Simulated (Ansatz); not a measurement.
```xyz
11

C     0.0036   -0.2926   -1.2923
C    -0.0268    0.6098    0.0196
C     0.0106   -0.2665    1.2904
H     0.0348    0.4024   -2.1593
H     0.8810   -0.9466   -1.3826
H    -0.8815   -0.9580   -1.3022
H    -0.8707    1.2409   -0.0618
H     0.9311    1.1934    0.0130
H     0.0096    0.3839    2.2151
H    -0.9478   -0.8949    1.2883
H     0.8757   -0.8589    1.2903
```

Basis set: STO-3G (spherical functions). Left uncorrelated: 3 orbitals. Charge 0, multiplicity 1.

Computed with Ansatz (development build ahead of 0.2.0); each method stands on the lowest determinant of its kind that the runs found. Restricted open shells among the atoms or ions are ROHF, correlated in semicanonical orbitals with singles.

The atomization energy at this shape (free ground-state atoms in the same class of orbitals less the molecule, no zero-point energy) of singlet C3H8:

| method | atomization energy |
| --- | --- |
| RHF | 41.99 eV |

Task: What does RHF-MP2 give?

Result: 45.60 eV. Caution: the shape is not the minimum.

This basis has no polarisation functions and is too small for such energies, which can lie far from measured ones in either direction.
